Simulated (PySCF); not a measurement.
**Polarisability and C₆ of Pt (platinum, neutral)**

[Xe] 4f14 5d9 6s1, high-spin 3D determinant. All numbers are calculated (PySCF 2.14, scalar relativity through the core potential, in aug-cc-pVTZ-PP with one added diffuse shell each of s, p, d, f, g type with ECP60MDF (7s7p6d4f3g, 113 functions)). Coupled (time-dependent) response in atomic units; α is the mean over directions.

```tsv
method	mean α (bohr³)	α xx, yy, zz	C₆ (like pair)	S(−4)
PBE0	40.86	40.38, 40.38, 41.83	391.0	742.9
```

S(−4) is the Cauchy moment in α(ω) = α(0) + S(−4) ω² + …

Reference α: 48 ± 4 bohr³ (recommended; Schwerdtfeger and Nagle, table of static dipole polarizabilities (2023 update)). Published C₆: 470.0 (Gould and Bucko (2016)).

Spin-orbit coupling is absent.

α(iu) at PBE0:

```csv
u (hartree),α(iu) (bohr³)
0,40.86
0.0500,39.12
0.100,34.97
0.200,25.97
0.300,19.61
0.500,12.69
0.750,8.563
1.00,6.298
1.50,3.890
2.00,2.658
3.00,1.464
5.00,0.6279
```

The components differ because the open shell of this determinant is not spherical; for a pure term their mean is the scalar polarisability.

Energies and moments cover only the electrons outside the core potential. Spin-orbit coupling, absent here, splits the open shell strongly.
